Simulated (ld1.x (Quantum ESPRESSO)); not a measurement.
# Plane-wave convergence, PAW potential for V

```json
{"Element": "V (Z = 23)", "Generator": "ld1.x (Quantum ESPRESSO) 7.5", "Type": "PAW", "Functional": "PBE", "Relativity": "scalar-relativistic", "Frozen core": "[Ar]", "Valence charge": "5", "Reference configuration": "3d3 4s2 4p0", "Partial waves": "4s (bound): rcut 2.65, rcutus 3.15 bohr; 4s channel at 0.15 Ry: rcut 2.65, rcutus 3.15 bohr; 4p (bound, empty): rcut 2.10, rcutus 2.90 bohr; 4p channel at 1.05 Ry: rcut 2.10, rcutus 2.90 bohr; 3d (bound): rcut 1.85, rcutus 2.45 bohr; 3d channel at 2.3 Ry: rcut 1.85, rcutus 2.45 bohr", "Local potential": "all-electron potential smoothed inside 2.20 bohr (lloc = -1)", "Core correction": "Bessel-smoothed model core, default radius (core density twice the valence density)", "Augmentation charge": "BESSEL, radius 1.55 bohr"}
```

The pseudo-atom Hamiltonian at the reference potential is diagonalised in spherical Bessel functions j_l(qr) that vanish at 20 bohr, with q² up to the cutoff. All-electron valence levels (Ry): 4s -0.3456, 4p -0.1061, 3d -0.3796.

Problem. How do the lowest levels (Ry) of each channel move with the cutoff, and are there ghosts?

Solution.

```
cutoff (Ry)     s #1     p #1     d #1    d #2    f #1    f #2  Σ f·Δε (mRy)
          8  -0.3456  -0.1061  -0.2708  0.0561  0.1064  0.2253         326.3
         10  -0.3456  -0.1061  -0.3044  0.0559  0.1064  0.2253         225.4
         12  -0.3456  -0.1061  -0.3468  0.0550  0.1064  0.2253          98.4
         15  -0.3456  -0.1061  -0.3754  0.0535  0.1064  0.2253          12.6
         18  -0.3456  -0.1061  -0.3790  0.0527  0.1064  0.2253           1.7
         21  -0.3456  -0.1061  -0.3791  0.0526  0.1064  0.2253           1.4
         25  -0.3456  -0.1061  -0.3794  0.0526  0.1064  0.2253           0.7
         30  -0.3456  -0.1061  -0.3795  0.0526  0.1064  0.2253           0.1
         35  -0.3456  -0.1061  -0.3796  0.0526  0.1064  0.2253           0.1
        400  -0.3456  -0.1061  -0.3796  0.0526  0.1064  0.2253           0.0
```

Result: no extra level below or beside the all-electron valence levels (s, p, d, f tested); 10 mRy is reached at 18 Ry and 1 mRy at 25 Ry.

Its largest configuration-test error is -2703 meV.
